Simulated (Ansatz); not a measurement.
Input for Ansatz (a program for electronic structure): R-wB97M-V/def2-TZVPP on CH7BN2 (SMILES CB(N)N), a point of a torsion scan.

Ansatz 0.2 input:
```yaml
crystal:
  periodic: [false, false, false]
  atoms:
    - {symbol: C, position_ang: [-1.17316600, -0.75297673, 0.08230970]}
    - {symbol: B, position_ang: [0.04126430, 0.26520286, -0.08694055]}
    - {symbol: N, position_ang: [1.26135094, 0.01182059, 0.56236423]}
    - {symbol: N, position_ang: [-0.09353740, 1.41666372, -0.87931319]}
    - {symbol: H, position_ang: [-1.46654682, -0.84568611, 1.12599852]}
    - {symbol: H, position_ang: [-0.90148570, -1.75039259, -0.25715855]}
    - {symbol: H, position_ang: [-2.05389239, -0.44789595, -0.47678119]}
    - {symbol: H, position_ang: [2.06299052, 0.61333642, 0.49698951]}
    - {symbol: H, position_ang: [1.41681387, -0.79246533, 1.14099572]}
    - {symbol: H, position_ang: [-0.93720527, 1.65255549, -1.36760335]}
    - {symbol: H, position_ang: [0.64247931, 2.08671948, -1.01540602]}
basis:
  gaussian:
    orbitals: def2-TZVPP
hamiltonian:
  xc: {name: wB97M-V}
scf: {lower_state_search: off}
```

The log:

```
WARN ansatz: RAYON_NUM_THREADS=1 ignored (pool sized by the plan → 1); use --threads N
Functional definition: wB97M-V
these checks for a lower state are left out or cut short: stability, starts, cluster_reference, orbital_swaps, neighbouring_geometries, increment
integrals: 0.15 GiB planned
1072 factors; their error is unknown
integrals: 0.18 GiB planned
292 factors; integrals over basis functions are off by at most 1.1e-5 eV
mean field: 1.37 GiB planned
mean field evaluation 1: about -4800.6629 eV, gradient 6.9e1 eV
mean field evaluation 2: about -4803.3097 eV, gradient 5.9e1 eV
mean field evaluation 4: about -4809.9401 eV, gradient 1.9e0 eV
mean field evaluation 8: about -4809.9495 eV, gradient 6.0e-2 eV
mean field evaluation 16: about -4809.9452 eV, gradient 2.9e-5 eV
mean field -4809.94522510 eV, -176.7622267244 hartree, gradient 6.0e-6 eV, S^2 0.000000; 0 other end points of the search recorded, 0 dependent functions left out
reference -4809.94527161 eV, -176.7622284336 hartree; 16, 16 occupied and 206, 206 virtual orbitals, 1072 factors
Total energy: -4809.94527161 eV, -176.7622284336 hartree
Checks for a lower state left out: stability, starts, cluster_reference, orbital_swaps, neighbouring_geometries, increment
```

The calculation finished and met its thresholds.

Cost: very roughly 5 core-seconds.
